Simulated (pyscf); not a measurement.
**[HO–Zr(OH)–OH]• (SMILES [OH][Zr]([OH])[OH]), doublet**

Gas-phase minimum from PySCF at ωB97X-D3(BJ)/def2-SVP, one conformer. Other isomers of [HO–Zr(OH)–OH]• were not searched in full and may lie lower. 

SMILES: [OH][Zr]([OH])[OH]
```xyz
7

O      0.7814    -0.6085    -1.2198
Zr     0.4794    -0.0928     0.6184
O      1.8037    -0.5014     1.9653
O     -1.1455     0.8309     1.1112
H      0.9303    -0.8630    -2.1291
H      2.4650    -0.7087     2.6238
H     -1.9477     1.2883     1.3586
```
Charge 0, spin multiplicity 2.

Bonded distances (Å): O1–Zr2 1.933, O1–H5 0.956, Zr2–O3 1.933, Zr2–O4 1.933, O3–H6 0.956, O4–H7 0.956. Bond angles (°): Zr2–O1–H5 180.0, O1–Zr2–O3 120.0, O1–Zr2–O4 120.1, O3–Zr2–O4 120.0, Zr2–O3–H6 179.3, Zr2–O4–H7 179.8.

Properties at ωB97X-D3(BJ)/def2-SVP:

```json
{
 "harmonic_wavenumbers_unscaled": "80, 158, 158, 245, 330, 332, 422, 423, 440, 698, 724, 724, 4035, 4036, 4039 cm⁻¹",
 "zero_point_energy": "24.1 kcal/mol",
 "rotational_symmetry_number": "6",
 "Entropy of this conformer at 298 K and 1 atm, rigid rotor and harmonic oscillator, modes under 100 cm⁻¹ raised to 100": "338.9 J/(mol K)",
 "dipole_moment": "0.02 D",
 "Spin expectation value S2": "0.751"
}
```

Single-point totals, which compare only within one level:

| level | total energy (hartree) |
|---|---|
| ωB97X-D3(BJ)/def2-TZVP | -274.85368 |
| PBE/def2-TZVP | -274.57780 |
| r²SCAN/def2-TZVP | -274.71746 |
| B3LYP-D3(BJ)/def2-TZVP | -274.82972 |
| PBE0-D3(BJ)/def2-TZVP | -274.54802 |
| M06-2X/def2-TZVP | -274.61921 |
| ωB97M-D3(BJ)/def2-TZVP | -274.80612 |

Soft torsions are taken as harmonic, which can shift the entropy by several J/(mol K). Open-shell species with a d-block atom are single-reference here; other states, and whether the spin sits on metal or ligand, were not checked. Elements past Kr carry the def2 core potentials, without spin-orbit coupling.
